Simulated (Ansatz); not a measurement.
GeHMe2F (C₂H₇FGe). Charge 0, multiplicity 1. Geometry PBE0-D4/def2-SVP; atoms count from 1.

```xyz
11

Ge    0.6715    0.0130   -0.2430
H     1.9544   -0.8255   -0.0731
C     0.1174    0.8692    1.4057
H    -0.1371    0.1127    2.1635
H    -0.7676    1.4966    1.2252
H     0.9237    1.5032    1.8008
C    -0.7558   -0.9741   -1.1071
H    -0.4219   -1.3648   -2.0788
H    -1.6219   -0.3164   -1.2708
H    -1.0715   -1.8205   -0.4785
F     1.1087    1.3066   -1.3441
```

Estimate the Mulliken populations from the PBE0/def2-TZVP orbitals of Ansatz.


| atom | charge (e) |
| --- | --- |
| Ge1 | 0.57 |
| H2 | -0.02 |
| C3 | -0.51 |
| H4 | 0.14 |
| H5 | 0.15 |
| H6 | 0.15 |
| C7 | -0.51 |
| H8 | 0.15 |
| H9 | 0.15 |
| H10 | 0.14 |
| F11 | -0.41 |
Mulliken values and Mayer orders depend strongly on the basis.

And the Mayer bond orders between bonded heavy atoms (over 0.3)?

Ge1–C3 0.94 (1.94 Å); Ge1–C7 0.94 (1.94 Å); Ge1–F11 0.91 (1.75 Å).
